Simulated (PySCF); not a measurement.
C6H6F2.
Z-matrix (Å and degrees, PBE0-D3(BJ)/def2-SVP geometry), rows numbered from 1:
```
C 
C   1  1.3424
C   2  1.4481  1  124.01
C   3  1.3538  2  126.36  1   179.68
C   4  1.4448  3  126.06  2    -0.33
C   5  1.3361  4  123.19  3   179.83
F   6  1.3102  5  124.94  4    -0.38
F   6  1.3083  5  124.47  4   179.61
H   1  1.0921  2  121.38  3   179.91
H   1  1.0945  2  121.30  3    -0.08
H   2  1.0954  1  118.37  3  -179.88
H   3  1.0950  2  116.11  1    -0.35
H   4  1.0937  3  117.90  2   179.84
H   5  1.0904  4  121.26  3    -0.34
```

Computed, not measured: TDDFT CAM-B3LYP/def2-SVPD, vertical, gas phase, core orbitals frozen in the response in PySCF.

| state | E (eV) | ν̃ (cm⁻¹) | f | \|μ\| (D) | symmetry | main configurations (H = HOMO, L = LUMO) |
| --- | --- | --- | --- | --- | --- | --- |
| S1 | 4.94 | 39800 | 0.952 | 7.13 | A′ | H→L (98%) |
| S2 | 6.08 | 49020 | 0.0023 | 0.32 | A″ | H→L+1 (91%) |
| S3 | 6.23 | 50240 | 0.024 | 1.01 | A′ | H→L+2 (78%), H-1→L (20%) |
| S4 | 6.34 | 51110 | 0.0091 | 0.61 | A″ | H→L+3 (92%) |
| S5 | 6.68 | 53880 | 0.0051 | 0.45 | A″ | H→L+4 (85%) |
| S6 | 6.91 | 55730 | 0.045 | 1.31 | A′ | H-1→L (77%), H→L+2 (19%) |
| S7 | 7.13 | 57540 | 0.0011 | 0.21 | – | H-2→L (95%) |
| S8 | 7.35 | 59270 | 0.020 | 0.85 | A″ | H→L+5 (86%) |
| S9 | 7.66 | 61760 | 0.0038 | 0.36 | A″ | H→L+6 (85%) |
| S10 | 7.85 | 63290 | 0.0044 | 0.38 | A′ | H→L+7 (59%), H-3→L (38%) |

Triplets, Tamm–Dancoff:

```csv
state,E (eV),λ (nm),"main configurations (H = HOMO, L = LUMO)"
T1,2.57,482.1,H→L (92%)
T2,4.09,303.3,"H→L+2 (49%), H-1→L (42%)"
T3,5.40,229.5,"H-3→L (42%), H→L+7 (27%), H-1→L+2 (24%)"
T4,5.95,208.4,H→L+1 (90%)
```

The lowest singlet lies at 4.94 eV (251 nm, ultraviolet) and is strong; its leading configuration is HOMO→LUMO (98%). The lowest level is also the most intense of those listed (f = 0.952). Löwdin shares by element: HOMO carbon 64% or more (atoms not listed hold the other 36%); LUMO carbon 66% or more (atoms not listed hold the other 34%). The listed states span 2.91 eV, and the widest gap between neighbours is 1.14 eV (S1 to S2). Weighted by f, the mean energy of these states is 5.14 eV. Of the 10 states listed, 4 reach f = 0.01 and none stays under 0.0005. The vertical ionisation energy (ΔSCF) is 8.19 eV, 0.34 eV above S10. Symmetry labels in Cs follow from the direction of the transition dipole and are given only for states with f of 0.002 or more. Singlets were solved by full linear response, triplets in the Tamm–Dancoff approximation.

Time: 88 s wall; peak memory 1.0 GiB. Hardware: one thread, Arm Neoverse V2 (aarch64), shared host with 32 logical CPUs at a one-minute load of 14.

One conformer stands for the species.
